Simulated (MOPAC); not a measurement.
MOPAC input (AM1):

```
AM1 1SCF CHARGE=-1 GEO-OK AUX(PRECISION=9) THREADS=1
CHI2

I    -1.85979164 1    0.09530544 1    0.01461599 1
C    -0.00420179 1   -1.24815986 1    0.21982951 1
I     1.86058508 1    0.07601455 1   -0.02380418 1
H    -0.01684171 1   -1.59100025 1   -0.83200298 1
```

What heat of formation does the run end on, and which ionisation energy by Koopmans theorem?

51.80 kcal/mol; 3.46 eV.
